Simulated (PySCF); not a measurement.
Magnetisability: `InChI=1S/C6H9FO/c1-2-5-3-8-4-6(5)7/h2-4H2,1H3`

Molfile (atoms numbered from 1):
```
C6H9FO
     RDKit          3D

 17 17  0  0  0  0  0  0  0  0999 V2000
    2.3211    0.3883    0.1380 C   0  0  0  0  0  0  0  0  0  0  0  0
    1.3054   -0.7128   -0.1383 C   0  0  0  0  0  0  0  0  0  0  0  0
   -0.1122   -0.2538   -0.0616 C   0  0  0  0  0  0  0  0  0  0  0  0
   -0.6521    0.9261    0.2066 C   0  0  0  0  0  0  0  0  0  0  0  0
   -0.0427    2.0849    0.4993 F   0  0  0  0  0  0  0  0  0  0  0  0
   -2.1501    0.8847    0.1617 C   0  0  0  0  0  0  0  0  0  0  0  0
   -2.4499   -0.4566   -0.1726 O   0  0  0  0  0  0  0  0  0  0  0  0
   -1.2503   -1.2064   -0.3151 C   0  0  0  0  0  0  0  0  0  0  0  0
    2.2154    1.1963   -0.5810 H   0  0  0  0  0  0  0  0  0  0  0  0
    3.3303   -0.0098    0.0661 H   0  0  0  0  0  0  0  0  0  0  0  0
    2.1815    0.7982    1.1347 H   0  0  0  0  0  0  0  0  0  0  0  0
    1.4764   -1.1338   -1.1344 H   0  0  0  0  0  0  0  0  0  0  0  0
    1.4386   -1.5295    0.5784 H   0  0  0  0  0  0  0  0  0  0  0  0
   -2.5989    1.1429    1.1317 H   0  0  0  0  0  0  0  0  0  0  0  0
   -2.5594    1.5624   -0.6006 H   0  0  0  0  0  0  0  0  0  0  0  0
   -1.2068   -1.6317   -1.3273 H   0  0  0  0  0  0  0  0  0  0  0  0
   -1.2533   -2.0372    0.4044 H   0  0  0  0  0  0  0  0  0  0  0  0
  1  2  1  0
  2  3  1  0
  3  4  2  0
  4  5  1  0
  4  6  1  0
  6  7  1  0
  7  8  1  0
  8  3  1  0
  1  9  1  0
  1 10  1  0
  1 11  1  0
  2 12  1  0
  2 13  1  0
  6 14  1  0
  6 15  1  0
  8 16  1  0
  8 17  1  0
M  END
```

Computed, not measured: GIAO PBE0/pcSseg-1 magnetisability, rotational g tensor and spin-rotation constants, non-relativistic, gas phase (PySCF). Geometry: GFN2-xTB.

Task: How diamagnetic is it, and how anisotropic?

Result: Isotropic -1134 × 10⁻³⁰ J/T², or -68.3 × 10⁻⁶ cm³/mol; principal values -1160, -1132, -1109 × 10⁻³⁰ J/T², anisotropy 45 × 10⁻³⁰ J/T² (root of half the summed squared differences of the principal values). The susceptibility is in cgs units.

Task: Split it along the inertial axes a, b, c into diamagnetic and paramagnetic parts about the centre of mass, with the quadrupole moment.

Result: 
```tsv
axis	χ (10⁻⁶ cm³/mol)	diamagnetic (10⁻⁶ cm³/mol)	paramagnetic (10⁻⁶ cm³/mol)	summed x² of all electrons (Å²)	quadrupole Θ (D Å)
a	-66.8	-453.5	386.7	176.2	-4.51
b	-69.8	-816.1	746.3	90.7	+2.89
c	-68.2	-1132.5	1064.4	16.2	+1.62
```
Anisotropies 2χaa − χbb − χcc = +4.3 and 2χbb − χaa − χcc = -4.6 × 10⁻⁶ cm³/mol. Θ is traceless in Buckingham's convention.

Task: And the rotational g tensor?

Result: 
| axis | rotational constant (GHz) | g | nuclear part | electronic part |
| --- | --- | --- | --- | --- |
| a | 3.3197 | -0.0254 | 0.5776 | -0.6030 |
| b | 1.7174 | -0.0142 | 0.5879 | -0.6021 |
| c | 1.1648 | -0.0101 | 0.5723 | -0.5825 |

Asymmetric top; isotopes 12C, 19F, 1H, 16O; no vibrational averaging.
